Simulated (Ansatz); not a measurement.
LiCoO₂. Charge 0, multiplicity 1. Geometry PBE0-D4/def2-TZVP.

```xyz
4

Li    0.6562    0.0875    1.1616
Co   -0.3489    0.9252   -0.9297
O     0.4739   -0.6176   -0.4621
O    -0.7812   -0.3951    0.2302
```

The structure holds 1 bond(s) between oxygen atoms. The restricted singlet is unstable towards broken spin symmetry at other levels; at PBE-D4/def2-TZVP, r2SCAN-D4/def2-TZVP, PBE0-D4/def2-TZVP, ωB97X-V/def2-TZVP this wasn't settled. No other spin state of charge 0 was run. The geometry of the singlet was relaxed on an unsound state (restricted singlet, unstable towards broken spin symmetry at other levels and untested here). Another isomer (quintet) lies 3.32 eV lower at PBE0-D4/def2-TZVP; other spin states weren't run for this one.

(1) Estimate the orbital energies around the gap (eV) in Ansatz with PBE-D4/def2-TZVP, r2SCAN-D4/def2-TZVP, PBE0-D4/def2-TZVP, ωB97X-V/def2-TZVP.

Answers

(1) 
```
orbital  PBE-D4/def2-TZVP  r2SCAN-D4/def2-TZVP  PBE0-D4/def2-TZVP  ωB97X-V/def2-TZVP
 HOMO−5             -6.86                -6.88              -7.56              -9.90
 HOMO−4             -5.44                -5.64              -6.80              -9.27
 HOMO−3             -3.87                -4.26              -6.02              -8.56
 HOMO−2             -3.42                -3.73              -5.39              -7.87
 HOMO−1             -3.29                -3.50              -4.95              -7.43
   HOMO             -2.97                -3.32              -4.60              -7.01
   LUMO             -2.64                -2.31              -1.45               0.32
 LUMO+1             -2.39                -2.13              -0.72               0.81
 LUMO+2             -1.38                -0.87              -0.68               1.76
 LUMO+3             -0.16                 0.40               0.95               2.52
 LUMO+4              0.17                 0.60               1.24               2.94
 LUMO+5              1.18                 1.81               2.48               3.77
```
